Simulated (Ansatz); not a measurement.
Reaction (ligand exchange at the Si–C bond): `[AlH2]/[N]=C\[SiH3]` + `N=CCF` → `FC/C=N\[SiH3]` + `C=[N][AlH2]`

Computed with Ansatz on PBE0-D4/def2-TZVP structures; ΔE is electronic, products minus reactants. CCSD(T)/CBS adds triple-zeta CCSD(T) − MP2 to the extrapolated MP2 energy (def2 sets, frozen cores). Double bonds are as drawn, so ΔE can hold a change between cis and trans. Functionals use def2-TZVPP. B3LYP here is the variant with VWN-RPA as its local correlation; programs differ in this. Each species was taken in one conformer, which may not be the lowest.

```json
{"level": "r2SCAN-D4", "ΔE (eV)": "-0.38"}
{"level": "ωB97X-V", "ΔE (eV)": "-0.40"}
{"level": "B2PLYP", "ΔE (eV)": "-0.40"}
{"level": "B3LYP", "ΔE (eV)": "-0.38"}
{"level": "HF/def2-TZVPP", "ΔE (eV)": "-0.49"}
{"level": "SCS-MP2/def2-TZVPP", "ΔE (eV)": "-0.42"}
{"level": "HF/def2-QZVPP", "ΔE (eV)": "-0.49"}
{"level": "HF/CBS(def2)", "ΔE (eV)": "-0.50"}
```

Q: What does CCSD(T)/CBS give? (Best estimate.)

A: Ansatz gave: -0.37 eV. The listed levels differ from it by -0.01, -0.03, -0.03, -0.01, -0.12, -0.05, -0.12, -0.13 eV.

Largest T1 diagnostic among the species: 0.015.

From PBE to PBE0 (25 % exact exchange), in def2-TZVPP and without D4, ΔE moves by −0.05 eV. In def2-TZVPP, CCSD(T) changes the Hartree–Fock value by +0.12 eV (the triples alone add +0.02 eV) and MP2 by +0.07 eV.
